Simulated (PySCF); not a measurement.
# SeF₄: double against triple zeta

Base calculation in PySCF with density fitting and no spin–orbit coupling, PBE/def2-SVP (no relativity): singlet, C2v, Se–F 1.745 Å (×2), Se–F 1.808 Å (×2); F–Se–F 87.3° (×4), F–Se–F 99.7°, F–Se–F 171.6°; wavenumbers 150, 205, 319, 320, 357, 563, 647, 675, 686 cm⁻¹; dipole moment 1.82 D, gap between the highest occupied and lowest empty levels 4.65 eV, polar-tensor charge of Se 2.10 e, atomisation energy (no zero-point energy) 1469 kJ/mol.

What changes on going to PBE/def2-TZVP (no relativity)?

The point group stays the same. Changes: mean bond to Se -0.006 Å, smallest bond angle -0.2 degrees, highest wavenumber +1 cm⁻¹, lowest wavenumber +1 cm⁻¹, dipole moment -0.09 D, gap between the highest occupied and lowest empty levels +0.18 eV, polar-tensor charge of Se +0.17 e, atomisation energy (no zero-point energy) +22 kJ/mol. The new structure has Se–F 1.729 Å (×2), Se–F 1.811 Å (×2); F–Se–F 87.1° (×4), F–Se–F 100.0°, F–Se–F 171.1°, with wavenumbers 151, 211, 323, 328, 364, 537, 597, 667, 687 cm⁻¹. The larger basis shortens the bonds, as added polarisation functions usually do.

Each species is the lowest minimum found with this bonding; other isomers or fragments can lie lower.
